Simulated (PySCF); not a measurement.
Identify the unknown among the candidates.

| technique | computed result |
| --- | --- |
| UV, first state | lowest singlet excitation: 4.39 eV (283 nm, f = 0.000) [TDDFT wB97X-D/def2-SVPD] |
| Triplet | lowest triplet excitation (Tamm–Dancoff): 2.94 eV [TDA wB97X-D/def2-SVPD] |
| 1H NMR | chemical shifts (computed TMS as zero) by class: 7.67 (1 H), 6.97 (1 H), 3.54 (1 H) ppm [GIAO PBE0/pcSseg-1] |
| NMR, other nuclei | isotropic shieldings of nuclei other than C and H, by class: -208 (1 O), 25 (1 O), 514 (1 Cl) ppm [GIAO PBE0/pcSseg-1] |
| Polarisability | 104.3 au [wB97X-D/def2-SVPD] |
| UV, strongest line | among the 8 lowest singlet transitions: S2 at 4.60 eV (270 nm, f = 0.309) [TDDFT wB97X-D/def2-SVPD] |
| 13C NMR | chemical shifts (computed TMS as zero) by class: 162.1 (1 C), 154.4 (1 C), 153.9 (1 C), 126.5 (1 C), 125.9 (1 C), 103.5 (1 C), 78.4 (1 C) ppm [GIAO PBE0/pcSseg-1] |
| Rotational structure | rotational constants A, B, C: 1.779, 0.993, 0.637 GHz [GFN2-xTB] |

Electronic properties: PySCF, gas phase, density fitting. Levels stand in brackets. Geometry: GFN2-xTB, one conformer, isolated molecule. NMR values are class means; diastereotopic atoms form classes of their own.

Task: Which candidate is it?
A. `C[C@@H]1CC[C@@](C)(C(=O)Cl)C1`
B. `C#Cc1coc(C(=O)Cl)c1`
C. `C=C[C@@H](C(=O)NC)C(Cl)Cl`
D. `C#Cc1ccoc1C(=O)Cl`

Result: D. It is `C#Cc1ccoc1C(=O)Cl`. Numbering: `[CH:1]#[C:2][c:3]1[cH:4][cH:5][o:6][c:7]1[C:8](=[O:9])[Cl:10]`. Its formula, C7H3ClO2, gives 6 degrees of unsaturation: 1 ring and 5 π bonds in the structure found (Kekulé form). 7 carbons fall into 7 classes; from least to most shielded: acyl halide carbon [C8] (162.1 ppm), substituted aromatic carbon [C7] (154.4 ppm), aromatic CH next to a ring oxygen [C5] (153.9 ppm), substituted aromatic carbon [C3] (126.5 ppm), aromatic CH carbon [C4] (125.9 ppm), terminal alkyne carbon [C1] (103.5 ppm), alkyne carbon [C2] (78.4 ppm). Hydrogen classes from least to most shielded: 1 H on an aromatic CH next to a ring oxygen, C5 (7.67 ppm), 1 H on an aromatic CH carbon, C4 (6.97 ppm), 1 H on a terminal alkyne carbon, C1 (3.54 ppm). The other shieldings belong to: -208 ppm, carbonyl oxygen [O9]; 25 ppm, furan-type oxygen [O6]; 514 ppm, chlorine bonded to C [Cl10]. The optimised geometry has point group Cs and is an asymmetric top.

The others, at the same levels:
- `C#Cc1coc(C(=O)Cl)c1` fails: its computed 13C shifts are 164.2 (1 C), 159.9 (1 C), 151.0 (1 C), 134.3 (1 C), 118.0 (1 C), 93.0 (1 C), 77.2 (1 C) ppm, 1H shifts are 7.91 (1 H), 7.82 (1 H), 2.95 (1 H) ppm and rotational constant A is 3.740 GHz (against 1.779 GHz).
- `C[C@@H]1CC[C@@](C)(C(=O)Cl)C1` fails: it has 13 hydrogens where the 1H data count 3; its computed 13C shifts are 192.1 (1 C), 60.2 (1 C), 47.6 (1 C), 42.8 (1 C), 40.2 (1 C), 38.2 (1 C), 31.2 (1 C), 21.2 (1 C) ppm, 1H shifts are 2.81 (1 H), 2.29 (1 H), 1.76 (1 H), 1.75 (1 H), 1.73 (1 H), 1.51 (3 H), 1.11 (1 H), 1.05 (3 H), 0.73 (1 H) ppm and rotational constant A is 2.104 GHz (against 1.779 GHz).
- `C=C[C@@H](C(=O)NC)C(Cl)Cl` fails: it has 9 hydrogens where the 1H data count 3; its computed 13C shifts are 169.4 (1 C), 145.5 (1 C), 125.4 (1 C), 85.7 (1 C), 71.6 (1 C), 26.9 (1 C) ppm, 1H shifts are 6.40 (1 H), 5.89 (1 H), 5.48 (1 H), 5.48 (1 H), 4.53 (1 H), 3.10 (3 H), 2.78 (1 H) ppm and rotational constant A is 1.291 GHz (against 1.779 GHz).

Each candidate is one conformer, not necessarily the lowest. Dipoles, sizes and rotational constants follow the conformer. The torsions of the flexible species, by atom-mapped SMILES:
- `[CH:1]#[C:2][c:3]1[cH:4][cH:5][o:6][c:7]1[C:8](=[O:9])[Cl:10]`: O6–C7–C8–O9 180°
- `[CH:1]#[C:2][c:3]1[cH:4][o:5][c:6]([C:7](=[O:8])[Cl:9])[cH:10]1`: O5–C6–C7–O8 180°
- `[CH2:1]=[CH:2][C@@H:3]([C:4](=[O:5])[NH:6][CH3:7])[CH:8]([Cl:9])[Cl:10]`: C1–C2–C3–C4 111°, C2–C3–C4–O5 88°, C3–C4–N6–C7 177°, C2–C3–C8–Cl9 173°

The conformers of `C[C@@H]1CC[C@@](C)(C(=O)Cl)C1` aren't listed.
